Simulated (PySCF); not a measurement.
**Nonlinear optical response: `C=CCCBr`, C₄H₇Br**

Geometry:
```
atom   x (Å)   y (Å)   z (Å)
  C1   1.955  -0.184  -0.499
  C2   0.977   0.021   0.370
  C3  -0.405  -0.533   0.239
  C4  -1.404   0.588   0.034
 Br5  -3.227  -0.086  -0.070
  H6   1.812  -0.801  -1.380
  H7   2.938   0.250  -0.358
  H8   1.164   0.648   1.241
  H9  -0.676  -1.090   1.142
 H10  -0.457  -1.229  -0.601
 H11  -1.226   1.121  -0.898
 H12  -1.398   1.298   0.860
```

Level of theory: PySCF 2.14.0, quadratic response CAM-B3LYP/def2-TZVPD first hyperpolarisability, Taylor convention, gas phase. Geometry: PBE0-D3(BJ)/def2-TZVP.

The calculation is non-relativistic, which matters for the atoms heavier than Zn.

Problem. What is the first hyperpolarisability, and how does it disperse?

Solution. In au, Taylor convention; the vector part is βᵢ = ⅓ Σⱼ (βᵢⱼⱼ + βⱼᵢⱼ + βⱼⱼᵢ); β∥ is 3/5 of the vector part along the dipole, the dipole points from − to +:
| process | λ (nm) | β vector norm | β∥ | β HRS | depolarisation ratio |
| --- | --- | --- | --- | --- | --- |
| static β(0;0,0) | ∞ | 196.6 | 114.9 | 73.9 | 7.56 |
| second harmonic β(−2ω;ω,ω) | 1907 | 206.1 | 120.4 | 77.5 | 7.49 |
| Pockels β(−ω;ω,0) | 1907 | 199.7 | 116.7 | – | – |
| second harmonic β(−2ω;ω,ω) | 1064 | 229.8 | 134.1 | 86.6 | 7.33 |
| Pockels β(−ω;ω,0) | 1064 | 206.8 | 120.8 | – | – |

Problem. Which lowest excitations, dipole and polarisabilities go with it?

Solution. S1 6.11 eV (f = 0.003); S2 6.15 eV (f = 0.008); S3 7.01 eV (f = 0.213); dipole 2.01 D; isotropic α 74.4 au static, 74.6 au at 1907 nm, 75.2 au at 1064 nm, 75.3 au at 953.5 nm, 77.6 au at 532 nm.
